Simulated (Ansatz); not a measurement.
`N[SiH2]CCl` at its PBE0-D4/def2-TZVP geometry, where that method's forces vanish. Total charge 0; spin multiplicity 1.

```xyz
10

N     0.0076   -1.7036    0.0625
Si    0.6240   -0.1769   -0.4017
C    -0.3097    1.3085    0.2963
Cl   -2.0236    1.1987   -0.2098
H    -0.9157   -1.9832   -0.2275
H     0.2432   -2.0962    0.9588
H     0.5652   -0.0522   -1.8790
H     2.0250   -0.0882    0.0928
H    -0.2970    1.3373    1.3867
H     0.0809    2.2560   -0.0791
```

Question: What forces (eV/Å) does PBE-D4/def2-TZVPP give on these atoms in the Gaussian-basis code of Ansatz? (Best estimate.)

Answer: Computed: 
```
N1   0.128 -0.104 -0.128
Si2  0.071  0.159 -0.043
C3   0.122 -0.016 -0.001
Cl4 -0.340 -0.023 -0.099
H5  -0.313 -0.102 -0.084
H6   0.067 -0.141  0.302
H7  -0.005  0.009 -0.161
H8   0.156 -0.001  0.051
H9   0.019  0.014  0.227
H10  0.093  0.206 -0.064
```
